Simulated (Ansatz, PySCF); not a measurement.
Donor–acceptor adduct: BH3 (SMILES B) (first 4 atoms) with C2H6S (SMILES CSC); geometry from B3LYP-D3(BJ)/def2-TZVP, rigid monomers moved along the line of their centres of mass till B1···S6 is 2.72 Å.
(charge 0, multiplicity 1):
```xyz
13

B     -0.32926     0.60267     0.75955
H      0.00166    -0.22086    -0.05593
H     -1.49506     0.90385     0.70558
H      0.43343     1.52903     0.89040
C      1.72981    -0.90848     3.36621
S     -0.04317    -0.64275     3.16131
C     -0.31939     0.63145     4.40879
H      1.93305    -1.32317     4.35192
H      2.03115    -1.61699     2.59767
H      2.25563     0.03343     3.21894
H     -0.13091     0.22775     5.40197
H     -1.36129     0.93246     4.32361
H      0.32396     1.48505     4.20183
```

Interaction energies are E(AB) − E(A) − E(B) at the monomers' geometry in the complex; basis-set methods are counterpoise corrected. Rows marked so take none.

Correlated levels freeze the cores. Rows in 6-31G* carry no dispersion term and start afresh at each structure (6-31G* with six Cartesian d functions).

The values were computed with Ansatz (a program for electronic structure) with Gaussian orbitals; PySCF for 6-31G* rows. Each number belongs to the level named beside it.

Question: What is the computed interaction energy (HF/6-31G* (no counterpoise))?

Answer: -11.2 kcal/mol
